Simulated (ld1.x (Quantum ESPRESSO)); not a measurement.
## Cutoff test, Mn, ultrasoft

- Element: Mn (Z = 25)
- Generator: ld1.x (Quantum ESPRESSO) 7.5
- Type: ultrasoft
- Functional: Wu–Cohen
- Relativity: scalar-relativistic
- Frozen core: [Ar]
- Valence charge: 7
- Reference configuration: 3d5 4s2 4p0
- Partial waves: 4s (bound): rcut 1.85, rcutus 2.15 bohr; 4s channel at 0.5 Ry: rcut 1.85, rcutus 2.15 bohr; 4p (bound, empty): rcut 2.80, rcutus 3.05 bohr; 4p channel at 1.7 Ry: rcut 2.80, rcutus 3.05 bohr; 3d (bound): rcut 1.65, rcutus 2.05 bohr; 3d channel at 0.8 Ry: rcut 1.65, rcutus 2.05 bohr
- Local potential: all-electron potential smoothed inside 1.95 bohr (lloc = -1)
- Core correction: none
- Augmentation charge: PSQ, radius 1.30 bohr

The pseudo-atom Hamiltonian at the reference potential is diagonalised in spherical Bessel functions j_l(qr) that vanish at 20 bohr, with q² up to the cutoff. All-electron valence levels (Ry): 4s -0.3776, 4p -0.0980, 3d -0.4999.

Task: How do the lowest levels (Ry) of each channel move with the cutoff, and are there ghosts?

Result:

| cutoff (Ry) | s #1 | s #2 | p #1 | p #2 | d #1 | f #1 | Σ f·Δε (mRy) |
| --- | --- | --- | --- | --- | --- | --- | --- |
| 8 | -0.3771 | 0.0049 | -0.0980 | 0.0467 | -0.2848 | 0.1104 | 1076.9 |
| 12 | -0.3775 | 0.0048 | -0.0980 | 0.0467 | -0.4405 | 0.1104 | 297.2 |
| 18 | -0.3776 | 0.0048 | -0.0980 | 0.0467 | -0.4923 | 0.1104 | 38.0 |
| 30 | -0.3776 | 0.0048 | -0.0980 | 0.0467 | -0.4996 | 0.1104 | 1.6 |
| 40 | -0.3776 | 0.0048 | -0.0980 | 0.0467 | -0.4998 | 0.1104 | 0.5 |
| 50 | -0.3776 | 0.0048 | -0.0980 | 0.0467 | -0.4999 | 0.1104 | 0.2 |
| 400 | -0.3776 | 0.0048 | -0.0980 | 0.0467 | -0.4999 | 0.1104 | 0.0 |

Result: no extra level below or beside the all-electron valence levels (s, p, d, f tested); 10 mRy is reached at 25 Ry and 1 mRy at 40 Ry.

2 of 7 tests not solved or not reliable.
